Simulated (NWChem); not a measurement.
A series in which one site is exchanged, each optimised at PBE0/def2-SVP with NWChem, gas phase unless a solvent is named. For some, no frequency run checked for a minimum. def2 effective core potentials on In, I; no spin-orbit coupling.

A: [I][In]([I])[I] (InI₃; site = I)
B: [I][InH][I] (InHI2; site = H)
C: [Cl][In]([I])[I] (InI₂Cl; site = Cl)
D: [F][In]([I])[I] (InI2F; site = F)

| quantity | A | B | C | D |
|---|---|---|---|---|
| dipole (D), PBE0/def2-SVP | 0.00 | 1.70 | (withheld) | 1.74 |
| orbital gap (eV), PBE0/def2-SVP | 4.62 | 5.42 | (withheld) | 4.94 |
| static polarisability, CAM-B3LYP/def2-SVPD (bohr³) | 151.4 | 112.3 | (withheld) | 108.4 |
| lowest singlet excitation, CAM-B3LYP/def2-SVPD, TDA (eV) | 3.75 | 4.44 | (withheld) | 3.92 |

**Question.** Some entries are withheld; supply them.

**Answer.** 
- dipole (D), PBE0/def2-SVP, C: 1.02
- orbital gap (eV), PBE0/def2-SVP, C: 4.88
- static polarisability, CAM-B3LYP/def2-SVPD (bohr³), C: 125.4
- lowest singlet excitation, CAM-B3LYP/def2-SVPD, TDA (eV), C: 3.90
